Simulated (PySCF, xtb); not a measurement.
C4H10OSi, SMILES [SiH3][C@H](CO)C=C.

xtb with GFN2-xTB at its own geometry gives an orbital gap of 4.65 eV and a dipole moment of 1.09 D.

The structure is a stationary point at PBE0-D3(BJ)/def2-SVP. The structure was generated by enumeration; whether it is a known compound was not checked. Other conformers were not sampled.

Question: What does PBE/def2-TZVP (PySCF) give? (An estimate is asked for; the answer gives what the named calculation found.)

Answer: gap 4.99 eV (levels -6.14 and -1.15 eV), dipole 1.56 D.
